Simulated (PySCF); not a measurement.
Calculated properties of `C=C(C)O[SiH2]CCl`

C₄H₉ClOSi.
SMILES with atom numbers: `[CH2:1]=[C:2]([CH3:3])[O:4][SiH2:5][CH2:6][Cl:7]` (hydrogens: H8, H9 on C1; H10, H11, H12 on C3; H13, H14 on Si5; H15, H16 on C6)

Structural features include: C=C double bond, C–Cl bond, Si–H bond and C–Si bond.

**PBE0-D3(BJ)/def2-SVP geometry optimisation, gas phase (PySCF)**

| Item | Value |
| --- | --- |
| Rotational constants A, B, C | 6.287, 0.643, 0.592 GHz |

**wB97X-D/def2-SVPD ground state, ΔSCF and vertical TDDFT (core frozen in the response) (PySCF)**

| Item | Value |
| --- | --- |
| Dipole moment | 1.82 D |
| HOMO energy | -8.74 eV |
| LUMO energy | 1.66 eV |
| HOMO–LUMO gap | 10.40 eV |
| Lowest singlet excitation | 6.42 eV (193 nm, f = 0.011) |
| Strongest line among the 10 lowest singlet transitions | S2 at 6.88 eV (180 nm, f = 0.252) |
| Lowest triplet excitation (Tamm–Dancoff) | 4.44 eV |
| Static isotropic polarisability | 93.1 au |
| Vertical ionisation energy | 8.92 eV |
| Electronic spatial extent ⟨r²⟩ about the centre of nuclear charge | 1812 bohr² |

**PBE0/pcSseg-1 ground state and GIAO shieldings, non-relativistic (PySCF)**

| Property | Result |
| --- | --- |
| Lowest Hirshfeld atomic charge | -0.20 e on O4 |
| Highest Hirshfeld atomic charge | +0.39 e on Si5 |
| 13C chemical shifts (computed TMS as zero) by class | 165.7 (C2), 91.5 (C1), 28.2 (C6), 24.1 (C3) ppm |
| 1H chemical shifts (computed TMS as zero) by class | 4.72 (H13/H14), 4.23 (H8), 4.05 (H9), 2.99 (H15/H16), 1.81 (H10/H11/H12) ppm |
| Isotropic shieldings of nuclei other than C and H, by class | 206 (O4), 378 (Si5), 969 (Cl7) ppm |
| Mayer bond orders between heavy atoms | C1–C2 1.89, C2–C3 1.05, C2–O4 0.97, O4–Si5 0.88, Si5–C6 0.87, C6–Cl7 0.95 |

Monoisotopic mass from the formula: 136.0111 u.

The ΔSCF ionisation energy exceeds −ε(HOMO) by 0.18 eV with wB97X-D. The dipole matches unit charges of opposite sign 0.38 Å apart (1 e·Å = 4.8032 D). The rotational constants make it an asymmetric top with κ = (2B − A − C)/(A − C) = -0.98, nearer the prolate limit (−1). The 10 singlets span 6.42 to 8.22 eV, and their oscillator strengths add up to 0.38. The largest Löwdin shares of the HOMO are 0.39 on C1, 0.26 on C2, 0.18 on O4 and 0.04 on C3. S1 lies 3.98 eV below the HOMO–LUMO gap; its leading configuration is HOMO→LUMO, weight 0.65.

 NMR classes are plain means over equivalent atoms (diastereotopic ones count apart unless rotation or inversion swaps them), as if these changed places fast; in this geometry the members of some classes differ.

Conformer computed: `[CH2:1]=[C:2]([CH3:3])[O:4][SiH2:5][CH2:6][Cl:7]`: C1–C2–O4–Si5 -1°, C2–O4–Si5–C6 -179°, O4–Si5–C6–Cl7 -179°.

One conformer stands for the species.
